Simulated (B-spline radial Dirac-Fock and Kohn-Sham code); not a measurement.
**Relativistic shifts of the levels of Mo⁵⁺**

System: the Mo⁵⁺ ion, configuration [Kr] 4d1.

Both columns are ΔSCF binding energies of the configuration average from an atomic code on a B-spline grid: non-relativistic Hartree-Fock with a point nucleus, and Dirac-Fock with a finite nucleus and the Coulomb interaction alone, averaged over the two j levels with weights 2j+1.

| shell | Hartree-Fock (eV) | Dirac-Fock (eV) | shift (eV) | shift (%) |
| --- | --- | --- | --- | --- |
| 1s | 19641.1 | 20134.2 | +493.13 | +2.51 |
| 2s | 2842.6 | 2958.7 | +116.10 | +4.08 |
| 2p | 2611.1 | 2641.8 | +30.62 | +1.17 |
| 3s | 566.6 | 588.6 | +22.00 | +3.88 |
| 3p | 476.7 | 482.4 | +5.69 | +1.19 |
| 3d | 312.2 | 308.1 | -4.09 | -1.31 |
| 4s | 138.2 | 141.8 | +3.66 | +2.65 |
| 4p | 108.2 | 108.9 | +0.66 | +0.61 |
| 4d | 68.18 | 67.50 | -0.68 | -1.00 |

Relativity binds 1s, 2s, 2p, 3s, 3p, 4s, 4p more strongly, among those listed most of all 2s in relative terms, and 3d, 4d more weakly, because the contracted s and p shells screen the nucleus better.

Values without a named source are computed, but for edge energies of neutral atoms, which are taken from tables.
